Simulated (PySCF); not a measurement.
C6H13O3 (cation, charge +1), SMILES COCC(C)OC(C)=[OH+], GFN2-xTB optimised geometry.

```
22

C      1.38     1.26     0.00
O      0.87     0.54    -1.11
C      1.26     1.10    -2.35
C      0.61     0.26    -3.46
C      0.67     0.91    -4.83
O     -0.80     0.18    -3.07
C     -1.19    -0.67    -2.23
C     -2.55    -0.50    -1.67
O     -0.45    -1.68    -1.92
H      1.01     2.29     0.00
H      1.01     0.74     0.88
H      2.47     1.26     0.00
H      2.35     1.06    -2.47
H      0.93     2.14    -2.42
H      1.03    -0.75    -3.47
H      0.18     0.29    -5.57
H      0.19     1.89    -4.81
H      1.71     1.04    -5.11
H     -2.47    -0.23    -0.61
H     -3.12    -1.43    -1.73
H     -3.08     0.29    -2.19
H     -0.82    -2.29    -1.25
```

Density from PySCF with PBE0/def2-SVP at that geometry.

Minimum of the electron density along straight lines between bonded atoms, close to the bond critical point (lines longer than 1.1 times the sum of covalent radii, or with two minima, are not listed):

```json
[
 {"bond": "C1–O2", "length / Å": "1.416", "ρ at the minimum / e bohr⁻³": "0.249", "∇²ρ there / e bohr⁻⁵": "-0.30", "position (fraction from the first atom)": "0.34"},
 {"bond": "O2–C3", "length / Å": "1.409", "ρ at the minimum / e bohr⁻³": "0.263", "∇²ρ there / e bohr⁻⁵": "-0.49", "position (fraction from the first atom)": "0.65"},
 {"bond": "C3–C4", "length / Å": "1.536", "ρ at the minimum / e bohr⁻³": "0.249", "∇²ρ there / e bohr⁻⁵": "-0.60", "position (fraction from the first atom)": "0.49"},
 {"bond": "C4–C5", "length / Å": "1.514", "ρ at the minimum / e bohr⁻³": "0.252", "∇²ρ there / e bohr⁻⁵": "-0.59", "position (fraction from the first atom)": "0.53"},
 {"bond": "C4–O6", "length / Å": "1.457", "ρ at the minimum / e bohr⁻³": "0.211", "∇²ρ there / e bohr⁻⁵": "-0.06", "position (fraction from the first atom)": "0.33"},
 {"bond": "O6–C7", "length / Å": "1.260", "ρ at the minimum / e bohr⁻³": "0.365", "∇²ρ there / e bohr⁻⁵": "-0.02", "position (fraction from the first atom)": "0.67"},
 {"bond": "C7–C8", "length / Å": "1.478", "ρ at the minimum / e bohr⁻³": "0.270", "∇²ρ there / e bohr⁻⁵": "-0.69", "position (fraction from the first atom)": "0.55"},
 {"bond": "C7–O9", "length / Å": "1.293", "ρ at the minimum / e bohr⁻³": "0.340", "∇²ρ there / e bohr⁻⁵": "-0.24", "position (fraction from the first atom)": "0.33"},
 {"bond": "C1–H10", "length / Å": "1.094", "ρ at the minimum / e bohr⁻³": "0.281", "∇²ρ there / e bohr⁻⁵": "-1.07", "position (fraction from the first atom)": "0.64"},
 {"bond": "C1–H11", "length / Å": "1.087", "ρ at the minimum / e bohr⁻³": "0.285", "∇²ρ there / e bohr⁻⁵": "-1.12", "position (fraction from the first atom)": "0.64"},
 {"bond": "C1–H12", "length / Å": "1.093", "ρ at the minimum / e bohr⁻³": "0.282", "∇²ρ there / e bohr⁻⁵": "-1.08", "position (fraction from the first atom)": "0.64"},
 {"bond": "C3–H13", "length / Å": "1.097", "ρ at the minimum / e bohr⁻³": "0.280", "∇²ρ there / e bohr⁻⁵": "-1.07", "position (fraction from the first atom)": "0.64"},
 {"bond": "C3–H14", "length / Å": "1.100", "ρ at the minimum / e bohr⁻³": "0.280", "∇²ρ there / e bohr⁻⁵": "-1.06", "position (fraction from the first atom)": "0.64"},
 {"bond": "C4–H15", "length / Å": "1.094", "ρ at the minimum / e bohr⁻³": "0.287", "∇²ρ there / e bohr⁻⁵": "-1.14", "position (fraction from the first atom)": "0.65"},
 {"bond": "C5–H16", "length / Å": "1.086", "ρ at the minimum / e bohr⁻³": "0.279", "∇²ρ there / e bohr⁻⁵": "-1.05", "position (fraction from the first atom)": "0.64"},
 {"bond": "C5–H17", "length / Å": "1.086", "ρ at the minimum / e bohr⁻³": "0.279", "∇²ρ there / e bohr⁻⁵": "-1.05", "position (fraction from the first atom)": "0.64"},
 {"bond": "C5–H18", "length / Å": "1.086", "ρ at the minimum / e bohr⁻³": "0.278", "∇²ρ there / e bohr⁻⁵": "-1.05", "position (fraction from the first atom)": "0.64"},
 {"bond": "C8–H19", "length / Å": "1.093", "ρ at the minimum / e bohr⁻³": "0.272", "∇²ρ there / e bohr⁻⁵": "-1.02", "position (fraction from the first atom)": "0.64"},
 {"bond": "C8–H20", "length / Å": "1.090", "ρ at the minimum / e bohr⁻³": "0.275", "∇²ρ there / e bohr⁻⁵": "-1.03", "position (fraction from the first atom)": "0.64"},
 {"bond": "C8–H21", "length / Å": "1.087", "ρ at the minimum / e bohr⁻³": "0.280", "∇²ρ there / e bohr⁻⁵": "-1.09", "position (fraction from the first atom)": "0.65"},
 {"bond": "O9–H22", "length / Å": "0.972", "ρ at the minimum / e bohr⁻³": "0.339", "∇²ρ there / e bohr⁻⁵": "-2.55", "position (fraction from the first atom)": "0.83"}
]
```
